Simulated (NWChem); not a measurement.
System: GeSiH$_{3}$Br, singlet; SMILES [Br][Ge][SiH3]

Here is an NWChem input.

```
start job
memory heap 200 mb stack 900 mb global 1100 mb
geometry units angstroms noautoz
  Ge     0.875400    -0.495430    -0.404907
  Br    -0.315879     1.323694     0.498143
  Si    -1.045035    -2.037004    -0.067561
  H     -0.750535    -3.433382    -0.526986
  H     -2.228636    -1.528532    -0.832133
  H     -1.393469    -2.082981     1.388632
end
basis spherical
  * library def2-tzvp
end
dft
  xc pbe0
  iterations 150
  mulliken
end
task dft energy
```

Low-valent species are run as closed-shell singlets; no triplet was tried in these runs. Geometry: optimised at PBE0/def2-SVP.

Problem. Give the results of this calculation. (PBE0/def2-TZVP.) Quantities: basis functions; energy (Ha); highest occupied level (eV); orbital gap (eV); dipole (D).

Solution. 
| Item | Result |
|---|---|
| number of basis functions | 151 |
| energy (Ha) | -4941.80 |
| highest occupied level (eV) | -6.58 |
| orbital gap (eV) | 3.22 |
| dipole (D) | 1.59 |
